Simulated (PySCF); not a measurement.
Excitations are Tamm–Dancoff values on a coarser integration grid. The basis has no diffuse functions, so Rydberg states are missing or too high.

Z-matrix (Å, degrees):
```
Si
N 1 1.6941
H 2 1.0055 1 122.82
H 2 1.0063 3 113.24 1 -179.94
C 1 1.6953 2 127.00 3 -179.87
H 5 1.0827 1 125.00 2 0.06
H 5 1.0836 6 115.94 1 -180.00
H 1 1.4759 2 108.99 3 0.13
```
Charge 0, spin multiplicity 1.

**Question.** Give the brightest of the four lowest singlets (TDA), HOMO, S1 oscillator strength, T1 excitation (TDA), dipole moment, S1 excitation (TDA), HOMO–LUMO gap and S1–T1 gap (TDA) at the level PySCF with PBE-D3(BJ)/def2-TZVP // r2SCAN-D4/def2-TZVP.

**Answer.** 
The brightest of the four lowest singlets (TDA) is 5.52 eV and the HOMO is -4.67 eV. The S1 oscillator strength comes out as 0.003 and the T1 excitation (TDA) comes out as 3.17 eV. The dipole moment comes out as 2.66 D. The S1 excitation (TDA) comes out as 4.42 eV and the HOMO–LUMO gap is 3.89 eV. The S1–T1 gap (TDA) is 1.24 eV.
